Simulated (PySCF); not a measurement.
## Cost of excited-state runs on `CSc1ccccn1`, C6H7NS

Bonds (- single, = double, # triple, : aromatic): C1-S2 1.799 Å, S2-C3 1.761 Å, C3:C4 1.407 Å, C4:C5 1.385 Å, C5:C6 1.398 Å, C6:C7 1.390 Å, C7:N8 1.333 Å, N8:C3 1.327 Å. C1 carries H9, H10, H11; C4 carries H12; C5 carries H13; C6 carries H14; C7 carries H15.

PySCF with density fitting, on 1 thread of an Intel Xeon Platinum 8259CL, shared host. Command: `OMP_NUM_THREADS=1 python excited_run.py task.json out`

Question: How long does each of these runs take, and how much memory?
- first hyperpolarisability, CAM-B3LYP/aug-cc-pVDZ; writes grids
- excited states, wB97X-D/def2-TZVP; Tamm-Dancoff; spin-orbit couplings; 6 states; 5 triplets; quadratic response for 4 states; writes grids
- excited states, CAM-B3LYP/aug-cc-pVDZ; two-photon moments; 8 states; quadratic response for 6 states; 0 triplets

Answer: 
| run | level | basis functions | wall time | peak memory (GiB) |
| --- | --- | --- | --- | --- |
| first hyperpolarisability | CAM-B3LYP/aug-cc-pVDZ | 251 | 100 s | 1 |
| excited states | wB97X-D/def2-TZVP | 296 | 2.2 min | 1.2 |
| excited states | CAM-B3LYP/aug-cc-pVDZ | 251 | 120 s | 1.1 |

Times from a shared host are rough.
